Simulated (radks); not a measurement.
Results of a calculation; reference values are marked as such.
Spherical quantum dot in the effective-mass picture: electrons in a hard-walled sphere of radius 1.65, with a point charge +1 (a donor) at the centre, all in effective atomic units (hartree* = m*/eps^2 hartree, bohr* = eps/m* bohr), one dielectric constant everywhere. Level of theory: non-relativistic Kohn-Sham, LDA (Slater exchange, Perdew-Wang correlation), spin-polarised, spherical densities (a radial shooting solver with Libxc functionals). Levels are named by radial order and angular momentum (1s, 1p, 1d, 2s, ...), and open shells are averaged over m.

N = 8, configuration 1s2 1p6. This is the lowest configuration that the search found. Occupied and some empty levels:

| level | occupation | eigenvalue (hartree*) | <r> (bohr*) |
|---|---|---|---|
| 1s | 2 | 7.1968 | 0.8444 |
| 1p | 6 | 8.9954 | 1.009 |
| 1d | 0 | 11.229 | 1.093 |
| 2s | 0 | 12.119 | 0.7911 |
| 1f | 0 | 13.964 | 1.150 |

Energy (hartree*): total 40.5428, kinetic 26.137, external -9.4316, Hartree 29.641, exchange-correlation -5.8041. Static polarisability (adiabatic kernel): 0.9138 bohr*^3.

Electron density:

| r (bohr*) | n(r) (e/bohr*^3) |
|---|---|
| 0.0815 | 0.9969 |
| 0.164 | 0.9180 |
| 0.246 | 0.8916 |
| 0.329 | 0.9020 |
| 0.411 | 0.9350 |
| 0.494 | 0.9778 |
| 0.576 | 1.018 |
| 0.659 | 1.046 |
| 0.741 | 1.051 |
| 0.824 | 1.027 |
| 0.906 | 0.9681 |
| 0.989 | 0.8750 |
| 1.07 | 0.7512 |
| 1.15 | 0.6043 |
| 1.24 | 0.4499 |
| 1.32 | 0.3012 |
| 1.40 | 0.1715 |
| 1.48 | 0.07580 |
| 1.57 | 0.01829 |
| 1.65 | 0.00004743 |
